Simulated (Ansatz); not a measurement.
Clusters of 8 atoms, capped: gap (eV) at several levels, gas phase, relaxed structures; Ansatz. Clusters are the lowest isomers that short searches found in that spin, judged at the geometry's level. Core potentials for Au, Pd, Sn in the def2 sets, no spin–orbit coupling. HOMO and LUMO are taken over both spins. Singlets are spin-restricted. The structures are stationary points that may keep the symmetry of their start. Remarks come from the PBE and PBE0 runs and from stability tests at other levels; not every state was tested.

```tsv
species	state	geometry	PBE-D4/def2-SVP	PBE-D4/def2-TZVP	r2SCAN-D4/def2-TZVP	PBE0-D4/def2-SVP	remarks
Sn4Cl4	singlet	PBE0-D4/def2-SVP	1.61	1.57	1.78	2.88	–
Al7H	singlet	B3LYP-D4/def2-SVP	1.05	1.02	1.17	2.12	restricted SCF unstable in HF
H5Au3	singlet	r2SCAN-D4/def2-SVP	3.11	3.07	3.38	4.70	–
B5Cl3	singlet	B3LYP-D4/def2-SVP	2.11	2.11	2.44	3.94	–
Si3H5	doublet	PBE0-D4/def2-TZVP	0.95	0.95	1.49	2.66	–
C3H5	doublet	PBE0-D4/def2-TZVP	1.57	1.52	2.61	4.02	–
Ga4F4	singlet	r2SCAN-D4/def2-SVP	4.17	4.11	4.56	5.89	–
Si5H3⁺	singlet	PBE-D4/def2-SVP	1.61	1.58	1.75	3.12	restricted SCF unstable in HF
Pd3H5	doublet	PBE-D4/def2-SVP	0.42	0.43	0.70	2.18	–
```

(1) Estimate the column for PBE0-D4/def2-TZVP.

(1) Sn4Cl4 2.84; Al7H 2.09; H5Au3 4.68; B5Cl3 3.93; Si3H5 2.66; C3H5 3.91; Ga4F4 5.82; Si5H3⁺ 3.10; Pd3H5 2.19.
